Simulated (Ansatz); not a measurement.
`O[SiH](F)[S][GeH3]` + HI → `O[SiH](F)I` + `[SH][GeH3]`  (ligand exchange at the Si–S bond)

Computed with Ansatz on PBE0-D4/def2-TZVP structures; ΔE is electronic, products minus reactants. CBS: MP2 limit from def2 TZ/QZ plus the TZ coupled-cluster correction, frozen cores. DFT in def2-TZVPP. HSE06 is defined as in plane-wave codes. def2 core potentials past Kr. For Ge, I outer-core shells are correlated without core-valence functions, which leaves a few kJ/mol of doubt a bond. Scalar relativity is left out up to krypton. One conformer a species, not always the lowest.

```csv
level,ΔE (kJ/mol)
HSE06-D4,-15.8
r2SCAN,-16.4
HSE06,-19.3
CCSD/CBS(def2),-17.0
```

Problem. What does CCSD(T)/CBS give? (An estimate is asked.)

Solution. The calculation gave: -15.6 kJ/mol. The listed levels differ from it by -0.2, -0.8, -3.7, -1.4 kJ/mol.

Problem. What do rigid-rotor, harmonic-oscillator terms from PBE0-D4/def2-TZVP frequencies (298.15 K, 1 bar) make of the CCSD(T)/CBS value? (Estimate.)

Solution. Computed: ΔZPE = +4.7 kJ/mol, ΔH = -13.1 kJ/mol, ΔS = 21 J/(mol·K), ΔG = -19.3 kJ/mol. Modes under 50 cm⁻¹ make the entropy rough.

Largest T1 diagnostic among the species: 0.012.

At CCSD(T), def2-SVP lies +10.5 kJ/mol from the extrapolated value and def2-TZVPP +5.1 kJ/mol. The D4 term adds +6.6 kJ/mol with B3LYP and +3.8 kJ/mol with PBE0; it sums over pairs of atoms, weighted by their polarisabilities, and B3LYP, whose exchange is more repulsive, gets the larger term. In def2-TZVPP, CCSD(T) changes the Hartree–Fock value by +11.3 kJ/mol (the triples alone add +1.4 kJ/mol) and MP2 by +7.6 kJ/mol.

B3LYP here is the variant with VWN-RPA as its local correlation; programs differ in this.
